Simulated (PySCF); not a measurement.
# C8H9N: core ionisation energies

C8H9N.
Structure used (PBE0-D3(BJ)/def2-SVP), in Å, numbered top down from 1:
```xyz
18
C8H9N angstrom
C     -1.1857   -1.7675    0.5752
C     -0.8367   -0.7691   -0.2508
C     -1.5511   -0.5573   -1.5543
C      0.2815    0.1489    0.0761
C      0.9625    0.8595   -0.9215
C      2.0171    1.7007   -0.5694
N      2.4267    1.8916    0.6802
C      1.7737    1.2316    1.6355
C      0.7113    0.3672    1.3938
H     -2.0164   -2.4327    0.3272
H     -0.6496   -1.9688    1.5051
H     -1.8907    0.4851   -1.6611
H     -0.8909   -0.7691   -2.4114
H     -2.4232   -1.2193   -1.6372
H      0.6895    0.7573   -1.9729
H      2.5566    2.2503   -1.3498
H      2.1096    1.4054    2.6645
H      0.2066   -0.1151    2.2328
```

Method: delta-SCF UKS SCAN, pcX-2 on the ionised atom, pcseg-1 elsewhere, spin-free X2C (PySCF). These are vertical core ionisation energies against the vacuum level, from separate self-consistent calculations with and without the core hole.

Problem. List the computed XPS lines with their assignment.

Solution. 
```
atom(s)                          environment  level  binding energy (eV)  above the level's lowest (eV)  count
     C1                 terminal =CH2 carbon   C 1s               289.92                           0.00      1
  C5/C9                   aromatic CH carbon   C 1s               290.27                          +0.35      2
     C2      fully substituted alkene carbon   C 1s               290.88                          +0.96      1
     C4          substituted aromatic carbon   C 1s               290.92                          +1.00      1
     C3                       allylic carbon   C 1s               290.95                          +1.03      1
  C6/C8  aromatic CH next to a ring nitrogen   C 1s               291.05                          +1.13      2
     N7               pyridine-type nitrogen   N 1s               404.20                           0.00      1
```

The listed C 1s values span 1.13 eV, from C1 (bonded to C (double bond) and 2 H) to C6/C8 (bonded to N (aromatic in the SMILES), C (aromatic in the SMILES) and H). The widest gap between neighbouring values is 0.61 eV, between 290.27 and 290.88 eV. Summing the Pauling electronegativity differences to the bonded atoms, each weighted by its formal bond order, gives -0.70 for the lowest site and +0.39 for the highest; no listed site has a larger sum than the highest. The smallest sum, -1.05, belongs to C3, 1.03 eV above the lowest. The values 290.88, 290.92 and 290.95 eV lie too close for their order to be trusted.

Problem. Give the binding energy of C 1s of C3 in hartree and in kJ/mol.

Solution. 290.95 eV = 10.6922 Eh = 28072 kJ/mol.

Topologically equivalent atoms share the value of their first member; where this conformer doesn't relate them by symmetry, their own values could differ. Spin contamination (⟨S²⟩ against 0.75 for a pure doublet) is marked for C 1s of C2 (0.95), C 1s of C4 (0.91) and C 1s of C6/C8 (0.86), which makes these values less certain. Isolated species at its PBE0-D3(BJ)/def2-SVP geometry (one conformer only).
